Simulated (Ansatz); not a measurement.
Several settings on one geometry of the cluster ReSe2⁺ (the lowest singlet isomer of a short search) (that of the charge 1 singlet, r2SCAN-D4/def2-TZVP). Ansatz on 4 threads of Arm Neoverse V2 on a shared host; times are rough.

```xyz
3

Re   -0.443   -0.755   -0.005
Se   -1.271    1.253    0.088
Se    1.714   -0.498   -0.083
```

Totals from different functionals, basis sets or treatments of relativity can't be compared as stabilities.

In the def2 sets Re takes a core potential; there is no spin–orbit coupling.

Scalar relativity in a set contracted without it gives distorted totals.

At r2SCAN-D4/def2-TZVP a triplet lies 0.61 eV below the restricted singlet of charge 1, at its own geometry.

The spins typed aren't always the lowest for that charge.

(1) Give the basis size and estimate the energy, ⟨S²⟩ and time of these runs.

| run | method | charge | state | further keys |
| --- | --- | --- | --- | --- |
| 1 | RKS ωPBEh/def2-SVPD | 1 | singlet | – |
| 2 | RKS SVWN5/def2-SVP | 1 | singlet | final_grid: {core_spheres: 8, valence_spheres: 7, degree: 23}; scf: {lower_state_search: light}; forces asked |
| 3 | UKS rPW86-PBE-D3(BJ)/def2-mTZVPP | 2 | doublet | nuclear_model: gaussian; pseudopotentials: {relativity: scalar}; forces asked |

Answers

(1) 
```tsv
run	functions	energy (Eh)	⟨S²⟩	wall time
1	117	-4879.9063	–	2.3 s
2	96	-4873.6089	–	2.4 s
3	108	-4926.3655	0.80	41 s
```

The restricted singlet is unstable towards broken spin symmetry at other levels; at RKS ωPBEh/def2-SVPD, RKS SVWN5/def2-SVP this wasn't settled.
